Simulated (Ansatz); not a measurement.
Consider the redistribution: `C[SiH](C)[N]([GeH3])[SiH2]Cl` + `C[CH2][GeH3]` → `C[SiH](C)[GeH3]` + `CC[N]([GeH3])[SiH2]Cl`.

Isolated molecules relaxed with PBE0-D4/def2-TZVP in Ansatz; ΔE leaves out vibrations. CCSD(T)/CBS is the MP2 limit (def2-TZVPP, def2-QZVPP) plus CCSD(T) − MP2 in def2-TZVPP, frozen cores. For Ge outer-core shells are correlated without core-valence functions, which leaves a few kJ/mol of doubt a bond. Scalar relativity is left out up to krypton. Each species was taken in one conformer, which may not be the lowest.

```json
{"species": "`C[SiH](C)[N]([GeH3])[SiH2]Cl`", "CCSD(T)/CBS(def2) energy (Eh)": "-3252.22396"}
{"species": "`C[CH2][GeH3]`", "CCSD(T)/CBS(def2) energy (Eh)": "-2157.02491"}
{"species": "`C[SiH](C)[GeH3]`", "CCSD(T)/CBS(def2) energy (Eh)": "-2447.33462"}
{"species": "`CC[N]([GeH3])[SiH2]Cl`", "CCSD(T)/CBS(def2) energy (Eh)": "-2961.87329"}
```

Work out ΔE.

ΔE = (-2447.33462) + (-2961.87329) − (-3252.22396) − (-2157.02491) = 0.04096 Eh = +1.11 eV.

Largest T1 diagnostic among the species: 0.011.

The D4 term adds +0.08 eV with B3LYP and +0.05 eV with PBE0; it sums over pairs of atoms, weighted by their polarisabilities, and B3LYP, whose exchange is more repulsive, gets the larger term. From PBE to PBE0 (25 % exact exchange), in def2-TZVPP and without D4, ΔE moves by +0.08 eV.

B3LYP here is the variant with VWN-RPA as its local correlation; programs differ in this.
